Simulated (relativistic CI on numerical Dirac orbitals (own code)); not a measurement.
# d1 to d9 in one octahedral field

Computed with a parametric ligand-field model without spin-orbit coupling, by exact diagonalisation: B = 570, C = 2360, 10Dq = 18900 cm⁻¹ (Oh; |10Dq|/B = 33.2) for every shell. Energies in cm⁻¹; the field energy is (0.6 n_e − 0.4 n_t2) × 10Dq of the ground term; g labels are left out.

| Shell | Ground term | Electrons in e | Field energy | First spin-allowed bands | Lowest term of other spin |
| --- | --- | --- | --- | --- | --- |
| d1 | 2T2 | 0.000 | -7560 | 2E 18900 |  |
| d2 | 3T1 | 0.019 | -14759 | 3T2 17667, 3T1 24985 | 1T2 8407 |
| d3 | 4A2 | 0.000 | -22680 | 4T2 18900, 4T1 24937 | 2E 11400 |
| d4 | ? | ? | ? | ? | ? |
| d5 | 2T2 | 0.052 | -36820 | 2A2 16079, 2T1 16280 | 6A1 7209 |
| d6 | 1A1 | 0.038 | -44636 | 1T1 17351, 1T2 24888 | 3T1 12275 |
| d7 | 2E | 1.028 | -33494 | 2T1 17214, 2T2 17738 | 4T1 7455 |
| d8 | 3A2 | 2.000 | -22680 | 3T2 18900, 3T1 24937 | 1E 9179 |
| d9 | 2E | 3.000 | -11340 | 2T2 18900 |  |

Q: Fill in the row of d4.

A: Ground term: 3T1; Electrons in e: 0.029; Field energy: -29694; First spin-allowed bands: 3E 16793, 3T1 17389; Lowest term of other spin: 5E 4463. Low spin: d4, d5, d6, d7; the other shells keep the spin of the free ion. Only d4 to d7 can choose; the field needed to pair spins is smallest for d6 and largest for d5, which loses most exchange energy. In the strong-field picture 10Dq must exceed about 6B + 5C = 15220 (d4), 7.5B + 5C = 16075 (d5), 2.5B + 4C = 10865 (d6) and 4B + 4C = 11720 (d7); mixing of terms shifts these bounds somewhat.
